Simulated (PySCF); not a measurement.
**Se⁺ (selenium, charge +1): UHF calculation**

Configuration: [Ar] 3d10 4s2 4p3, high-spin 4S determinant. Calculation: PySCF 2.14, in aug-cc-pVTZ-PP with one added diffuse shell each of s, d, f type with ECP10MDF (7s5p5d3f, 68 functions); scalar relativity through the core potential.

* Total energy: -371.548694 hartree
* One-electron energy: -646.9593 hartree
* Hartree (Coulomb) energy: 302.9271 hartree
* Exchange energy: -27.5165 hartree
* ⟨S²⟩: 3.7509
* ⟨L²⟩: 0.000
* Sum of ⟨r⟩: 20.80 bohr
* Sum of ⟨r²⟩: 30.49 bohr²

```tsv
shell	electrons	mean orbital energy (eV)	rms radius, mean of both spins (bohr)
3s α	1	-253.21	0.614
3s β	1	-252.54	0.614
3p α	3	-195.53	0.637
3p β	3	-194.76	0.637
3d α	5	-81.269	0.689
3d β	5	-80.787	0.689
4s α	1	-36.657	1.90
4s β	1	-28.221	1.90
4p α	3	-21.425	2.26
```

Energies and moments cover only the electrons outside the core potential.
